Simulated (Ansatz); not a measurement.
Relaxed structures of HTeSO (charge -1), singlet (PBE0-D4/def2-TZVPD; forces vanish, vibrations not checked; lower isomers may exist, and structures with a doubtful reference or unclear bonds are left out; Å). Program: Ansatz 0.2.0. Basis: def2-TZVPPD. Cores are frozen in the correlated methods. Filled d shells of the heavier atoms are correlated. Core potentials replace the inner electrons of the atoms past krypton. The def2 sets are not built for correlating such inner shells, so the correlated values are less sure here.

Task: Rank them by CCSD(T) energy, lowest first, and give each one's height above the lowest. Links in brackets join atoms within 1.22 times the sum of their covalent radii (1.1 for two metals). (An estimate is asked for; the value comes from the calculation.)
A.
HTeSO ([O][TeH][S]), total charge -1
```
4
angstrom
O -0.8958 1.0281 -0.1765
Te 0.7701 0.7709 0.5339
S 1.1808 -1.4628 0.9001
H 0.4417 1.2205 2.1674
```
B.
HTeSO ([O][Te][SH]), total charge -1
```
4
angstrom
O -0.3793 0.9356 -0.6150
Te 0.2313 0.4096 1.0546
S 0.7443 -2.0096 0.8937
H 1.9854 -1.9288 0.3797
```
C.
HTeSO ([OH][Te][S]), total charge -1
```
4
angstrom
O -1.0512 0.6005 -0.4484
Te 0.5328 0.6309 0.8240
S 1.1963 -1.5792 0.9222
H -0.6779 0.3478 -1.2978
```

Result: By the calculation: C (0.00 kcal/mol), B (19.37 kcal/mol), A (25.26 kcal/mol). Heights count from the lowest.

No T1 diagnostic of these runs exceeds 0.021.

For scale, one of the runs: CCSD(T)/def2-TZVPPD, 167 basis functions, launched by `ansatz run in.yaml --threads 2 --pin off --events-out ev --progress --plain --max-ram 4352MiB`. Time: 77 s of wall clock on 2 CPU threads of an Arm Neoverse V1; the host was shared. Peak host memory: 1.5 GiB.
